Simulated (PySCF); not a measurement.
Basis and Hamiltonian dependence of the electron affinity of Pb

Pb⁻ [Xe] 4f14 5d10 6s2 6p3 (4S) → Pb [Xe] 4f14 5d10 6s2 6p2 (3P). All values are computed (PySCF 2.14, energy differences of UHF-based or UKS calculations, no spin-orbit coupling). Values in eV.

```
                                                                               basis    Hamiltonian  functions    UHF    LDA   PBE0  MP2 (valence)  CCSD(T) (valence)  CCSD(T) (valence and next inner shell)
                                                        aug-cc-pVDZ-PP with ECP60MDF            ECP         32  0.882  1.490  1.312          1.172              1.197                                     n/a
                                                      aug-cc-pwCVDZ-PP with ECP60MDF            ECP         48  0.878  1.483  1.309          1.169              1.195                                   1.188
                                                        aug-cc-pVTZ-PP with ECP60MDF            ECP         55  0.872  1.478  1.305          1.221              1.267                                     n/a
                             def2-TZVPPD with the def2 core potential (60 electrons)            ECP         56  0.815  1.386  1.224          1.137              1.176                                   1.189
                                                                     aug-cc-pVTZ-DK3  spin-free X2C         84  0.875  1.487  1.312          1.224              1.270                                     n/a
                             def2-QZVPPD with the def2 core potential (60 electrons)            ECP         88  0.839  1.423  1.254          1.192              1.236                                     n/a
                                                        aug-cc-pVQZ-PP with ECP60MDF            ECP         92  0.866  1.482  1.306          1.234              1.279                                     n/a
                                                                        ANO-RCC-VTZP  spin-free X2C         93  0.843  1.428  1.268          1.155              1.178                                   1.213
                                                      aug-cc-pwCVTZ-PP with ECP60MDF            ECP         96  0.862  1.473  1.297          1.213              1.260                                     n/a
                   x2c-TZVPPall with one added diffuse shell each of s, p, d, f type  spin-free X2C         99  0.883  1.490  1.313          1.228              1.275                                   1.281
aug-cc-pVQZ-PP with one added diffuse shell each of s, p, d, f, g type with ECP60MDF            ECP        117  0.866  1.483  1.306          1.235                n/a                                     n/a
                                                                     aug-cc-pVQZ-DK3  spin-free X2C        118  0.869    n/a    n/a          1.237              1.282                                     n/a
                                                                   aug-cc-pwCVTZ-DK3  spin-free X2C        125  0.865  1.479  1.303          1.216              1.263                                     n/a
                 aug-cc-pwCVTZ-DK3 with one added diffuse shell each of s, d, f type  spin-free X2C        138  0.865    n/a    n/a            n/a                n/a                                     n/a
```

Extrapolation of CCSD(T) (valence) from aug-cc-pVTZ-PP with ECP60MDF and aug-cc-pVQZ-PP with ECP60MDF: the correlation parts are 0.396 and 0.413 eV; with the X⁻³ form and unrounded values, (4³ × 0.413 − 3³ × 0.396)/(4³ − 3³) = 0.425 eV, and adding the Hartree-Fock value 0.866 eV of the larger basis gives 1.291 eV.

Extrapolation of CCSD(T) (valence) from aug-cc-pVTZ-DK3 and aug-cc-pVQZ-DK3: the correlation parts are 0.396 and 0.413 eV; with the X⁻³ form and unrounded values, (4³ × 0.413 − 3³ × 0.396)/(4³ − 3³) = 0.426 eV, and adding the Hartree-Fock value 0.869 eV of the larger basis gives 1.294 eV.

Frozen in the all-electron rows: valence: [Xe] 4f14 5d10; valence and next inner shell: [Kr] 4d10 4f14; with a core potential, the same shells as far as they lie outside it.

Spin-orbit coupling is strong in these open shells (close to jj coupling), so the scalar numbers refer to model states.

In most of these bases the highest occupied level of the anion is positive at LDA, PBE0, so the basis helps to hold the electron.

Between the lowest levels the reference is 0.357 eV (measured; photodetachment measurements, as compiled on the Wikipedia data page of electron affinities); it includes spin-orbit coupling, which these numbers lack.
